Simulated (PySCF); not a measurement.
# How methods differ on the ionisation energy of Bi⁵⁹⁺

Bi⁵⁹⁺ [Ar] 3d6 (5D) → Bi⁶⁰⁺ [Ar] 3d5 (6S), as a difference of total energies. Computed with PySCF 2.14 in an uncontracted even-tempered set (17 s from 16 bohr⁻², ratio 2.5; 13 p from 21 bohr⁻², ratio 2.5; 7 d from 21 bohr⁻², ratio 2.5; 4 f from 80 bohr⁻², ratio 2.7; 3 g from 120 bohr⁻², ratio 2.7), with scalar relativity by spin-free X2C-1e. Correlated levels: outer shells: [Ne] frozen; virtual orbitals above 40 to 60 times the deepest correlated orbital energy dropped. The calculations carry no spin-orbit coupling.

```tsv
method	ionisation energy (eV)
UHF	6238.1
LDA	6239.5
PBE	6241.3
PBE0	6241.1
r2SCAN	6241.8
M06	6237.7
TPSSh	6240.8
MP2 (outer shells)	6239.4
SCS-MP2 (outer shells)	6239.6
```

Spin-orbit coupling is strong in these open shells (close to jj coupling). The scalar numbers leave it out and a first-order estimate fails, so it can dominate the gap to the real levels.

Breit and QED terms and the two-electron picture change are absent.

For comparison: 6208 ± 7 eV (theoretical estimate listed by NIST; NIST Atomic Spectra Database, ionization energies).
